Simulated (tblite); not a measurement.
A tight-binding relaxation on `C=CCC(C)(C)[O][GaH2]`.

Computed with GFN2-xTB geometry optimisation, gas phase (tblite 0.8.0). Start geometry: from a force field or distance geometry. A driver script takes a list of jobs; this job's settings line and coordinates (Å) are shown.

Command:
```bash
OMP_NUM_THREADS=1 python probes_run.py task.json out
```

Input:
```
{"job": {"kind": "relax", "xc": "GFN2-xTB", "basis": "xTB"}, "charge": 0, "multiplicity": 1}
C     -2.840700     0.176300    -0.637900
C     -1.846000    -0.634400    -0.325800
C     -0.710000    -0.241300     0.568600
C      0.621600    -0.311100    -0.100200
C      0.969100    -1.721900    -0.560500
C      1.610500    -0.037400     1.039500
O      0.820400     0.621600    -1.078200
Ga     0.655800     2.460100    -0.255500
H     -3.603800    -0.239100    -1.289900
H     -2.893800     1.202200    -0.249100
H     -1.843400    -1.658700    -0.724100
H     -0.850900     0.826600     0.861500
H     -0.708700    -0.835700     1.514900
H      0.807800    -1.868400    -1.651800
H      0.389900    -2.483700    -0.012700
H      2.050600    -1.905400    -0.388700
H      1.225100     0.870100     1.566600
H      2.620700     0.102800     0.606000
H      1.538900    -0.916800     1.707200
H      0.417900     2.830000     1.321200
H      1.560000     3.781100    -0.602200
```

What does the run print?

```
step      E/eV     max force
  0    -671.79686    2.414
  1    -672.04183    1.557
  2    -672.20449    1.081
  3    -672.32966    0.983
  4    -672.44901    1.122
  5    -672.54642    1.015
  6    -672.62315    0.665
  7    -672.67490    0.828
  8    -672.73809    0.526
  9    -672.77018    0.598
... (158 lines left out)
168    -673.45358    0.032
169    -673.45374    0.026
170    -673.45387    0.018
171    -673.45396    0.018
172    -673.45404    0.022
173    -673.45412    0.027
174    -673.45421    0.023
175    -673.45430    0.015
176    -673.45435    0.011
177    -673.45438    0.009
```

«max force» is the largest atomic force in eV/Å.

From which step on does the largest force stay under 0.1 eV/Å, and how much energy is left to gain from there?

From step 128 (0.096 eV/Å), 19.0 meV above the end.

Summary of the converged run: energy lowered by 38.2 kcal/mol over 177 steps; largest atomic force 0.009 eV/Å at the end.

Where do the atoms end?

1.266 Å rms from the input after alignment:
```
atom  x, y, z in Å
C1    -2.2615    0.9143   -0.3728
C2    -1.6548   -0.2775   -0.3257
C3    -0.7653   -0.6895    0.7859
C4     0.7200   -0.3194    0.4481
C5     1.2364   -1.2102   -0.6857
C6     1.5685   -0.5266    1.7071
O7     0.7888    1.0259    0.0762
Ga8   -0.0451    2.0182   -1.0833
H9    -2.9187    1.1849   -1.1901
H10   -2.2894    1.5551    0.5020
H11   -1.7274   -0.9530   -1.1705
H12   -1.0302   -0.1479    1.6955
H13   -0.8219   -1.7630    0.9640
H14    0.6559   -1.0218   -1.5889
H15    1.1718   -2.2624   -0.4191
H16    2.2745   -0.9579   -0.8918
H17    1.2309    0.1444    2.4930
H18    2.6069   -0.2958    1.4836
H19    1.4979   -1.5537    2.0557
H20   -0.1887    3.4600   -0.5730
H21   -0.0576    1.6929   -2.6014
```

On one thread, Arm Neoverse N1 (aarch64) (shared host), this took 2.4 s of wall time.
Labels such as C1 count atoms from 1, the log's own numbers from 0.
